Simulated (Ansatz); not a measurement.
**triplet Si: levels of theory in one basis**

A single Si atom.

Basis set: cc-pVDZ (spherical functions). Correlated methods keep 5 orbitals frozen. Correlation on ROHF uses semicanonical orbitals with singles. Charge 0, multiplicity 3.

Computed with Ansatz (development build ahead of 0.2.0); each method stands on the lowest determinant of its kind that the runs found.

```tsv
method	E − E(ROHF) (eV)	<S²> of the determinant
ROHF	0.00	2.00
UHF	-0.10	2.01
ROHF-MP2	-1.31	–
UHF-MP2	-1.32	2.01
ROHF-CCSD	-1.84	–
UHF-CCSD	-1.84	2.01
ROHF-CCSD(T)	-1.87	–
UHF-CCSD(T)	-1.87	2.01
ROHF-CCSDT	-1.88	–
```

(1) Is a single determinant a sound starting point here?

Answers

(1) By this sign, yes. Unrestricted orbitals gain 0.10 eV and <S²> is 2.01 against 2.00 for a pure state.
